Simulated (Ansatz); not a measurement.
Worked example: C2BrF3 + GeH3Cl → C2ClF3 + GeH3Br

Gas-phase species: C2BrF3 (bromotrifluoroethene) `FC(F)=C(F)Br`, singlet; GeH3Cl (chlorogermane) `[Cl][GeH3]`, singlet; C2ClF3 (chlorotrifluoroethylene) `FC(F)=C(F)Cl`, singlet; GeH3Br `[GeH3][Br]`, singlet. The partners trade Br for Cl: C–Br and Ge–Cl bonds give way to C–Cl and Ge–Br.

Shapes, held fixed at every level: PBE0-D4/def2-TZVP. Programs: Ansatz 0.2.0. The zero-point and thermal change to 298 K, harmonic and unscaled (PBE0-D4/def2-TZVP), is +0.3 kJ/mol.

At CCSD(T)/def2-TZVPP; 1 Eh = 2625.50 kJ/mol:

| species | energy (Eh) |
| --- | --- |
| C2BrF3 | -2947.938563 |
| GeH3Cl | -2537.162724 |
| C2ClF3 | -834.959179 |
| GeH3Br | -4650.143558 |

Task: Work out ΔH(298 K) of the reaction at this level.

Result: 
1. Products less reactants: (-834.959179) + (-4650.143558) − [(-2947.938563) + (-2537.162724)] = -0.001450 Eh = -3.8 kJ/mol.
2. With the thermal change: -3.8 + (+0.3) = -3.5 kJ/mol.

Other levels give -8.9 (r2SCAN0-D4/def2-TZVPP) to -2.6 kJ/mol (MP2/def2-TZVPP). No measured value is set beside it here. Relativity is left out for Br, Ge. Outer-core shells of Br, Ge are correlated, in sets that cover them unevenly. That is about zero within the method's error.
